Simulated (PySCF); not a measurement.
Working out the ionisation energy of Ge

Ge [Ar] 3d10 4s2 4p2 (3P) → Ge+ [Ar] 3d10 4s2 4p1 (2P). Calculation: PySCF 2.14, in aug-cc-pVDZ-PP with ECP10MDF (5s4p3d, 32 functions); scalar relativity through the core potential. Frozen: 3s2 3p6 3d10. Energies in hartree (1 hartree = 27.21139 eV):

```
             part   Ge (lower)  Ge+ (upper)
              UHF  -293.341749  -293.069413
MP2 opposite-spin    -0.033710    -0.029054
    MP2 same-spin    -0.007388    -0.002134
```

Problem. What does Hartree-Fock give?

Solution. (-293.069413) − (-293.341749) = 0.272336 hartree = 7.411 eV.

Problem. What do MP2 and SCS-MP2 (6/5 opposite-spin, 1/3 same-spin) give?

Solution. The opposite-spin parts differ by 0.127 eV and the same-spin parts by 0.143 eV. MP2: 7.411 + (0.127) + (0.143) = 7.681 eV. SCS-MP2: 7.411 + 1.2 × (0.127) + (0.143)/3 = 7.611 eV.

Measured between the centres of the two terms (NIST): 7.925 eV, so MP2 (valence) is off by -0.244 eV.

A double-zeta basis recovers only part of the correlation energy.

What remains against the reference includes basis incompleteness, the frozen core and correlation beyond second order.
